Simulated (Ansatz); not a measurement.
Ge4H5, relaxed as a doublet with UKS r2SCAN-D4/def2-SVP in Ansatz, starting from the GFN1-xTB geometry. Force threshold 0.02 eV/Å.

Another isomer (doublet) lies 0.41 eV lower at PBE0-D4/def2-TZVP; other spin states weren't run for this one.

Start:

Cartesian coordinates in Å:
```
Ge 1.8744 0.6734 1.0211
Ge -0.1506 1.5644 0.1044
Ge -1.3637 -0.4632 -0.3757
Ge 0.7273 -1.3829 0.3251
H -1.7890 -0.8602 -1.7508
H 2.9693 0.7381 -0.0326
H 1.2519 -1.4230 -1.1252
H -0.8798 1.7534 1.4442
H -2.6398 -0.6000 0.3896
```

Estimate the energy that the relaxation releases and the steps that it takes.

0.30 eV, in 6 steps; 33 s on 4 threads of Arm Neoverse V1 on a shared host. No frequencies were taken in this run, so the end may be a saddle point.

Does the start keep its bonding?

By distances, no bond broke or formed. The bond that changes most is Ge1–Ge2, from 2.39 to 2.45 Å (atoms count from 1).

Predict the relaxed structure.


| atom | x (Å) | y (Å) | z (Å) |
| --- | --- | --- | --- |
| Ge1 | 1.9088 | 0.7124 | 0.8823 |
| Ge2 | -0.2224 | 1.5902 | 0.0432 |
| Ge3 | -1.4751 | -0.4820 | -0.4006 |
| Ge4 | 0.6635 | -1.3663 | 0.3957 |
| H5 | -1.7609 | -0.9552 | -1.8361 |
| H6 | 3.2213 | 0.7390 | 0.0461 |
| H7 | 1.2280 | -1.2934 | -1.0864 |
| H8 | -0.8031 | 1.6118 | 1.5161 |
| H9 | -2.7600 | -0.5566 | 0.4397 |
Bond lengths: 4 × Ge–Ge 2.45 to 2.47 Å; 5 × Ge–H 1.54 to 1.59 Å.
